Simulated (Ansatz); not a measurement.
C2H9BSSi (`BCS[SiH2]C`). The species carries charge 0 and has multiplicity 1.

```xyz
14

B     0.063   -2.858   -0.726
C    -0.182   -1.411   -0.222
S    -0.061   -0.124   -1.500
Si   -0.560    1.596   -0.345
C     0.698    1.979    0.982
H     0.396   -3.103   -1.847
H    -0.074   -3.753    0.059
H    -1.157   -1.368    0.282
H     0.555   -1.238    0.577
H    -1.893    1.387    0.291
H    -0.650    2.708   -1.327
H     0.778    1.159    1.700
H     1.682    2.148    0.542
H     0.404    2.877    1.533
```

(1) What are the harmonic wavenumbers in cm⁻¹ at PBE0-D4/def2-TZVP (Ansatz, finite differences of forces, unscaled)? (Best estimate.)

(2) Is this a minimum?

(3) Give the ideal-gas thermochemistry at 298.15 K and 1 bar (rigid rotor, harmonic oscillator; point group C1, symmetry number 1).

(4) And at 400, 500, 600, 800 and 1000 K?

(5) Rotational constants (cm⁻¹)?

Results:

(1) The calculation gave: 44, 67, 97, 119, 167, 203, 288, 475, 513, 524, 642, 676, 690, 738, 876, 890, 900, 931, 979, 1001, 1132, 1190, 1259, 1273, 1380, 1446, 1449, 2195, 2228, 2583, 2671, 3009, 3050, 3052, 3132, 3144.

(2) Yes, all 36 modes are real.

(3) Zero-point energy 269.2 kJ/mol; H(298) − E = 295.5 kJ/mol; entropy 391.9 J/(mol·K), of which translation 166.8, rotation 115.3, vibration 109.8; G(298) − E = 178.6 kJ/mol. Modes under 100 cm⁻¹ are hindered rotations or soft bends, so the harmonic entropy is rough.

(4) 
```csv
T (K),H − E (kJ/mol),S (J/mol/K),G − E (kJ/mol)
400,310.7,435.6,136.5
500,328.3,474.7,90.9
600,347.9,510.4,41.6
800,392.0,573.7,-66.9
1000,441.2,628.4,-187.3
```

(5) 0.2005, 0.05374, 0.04683.
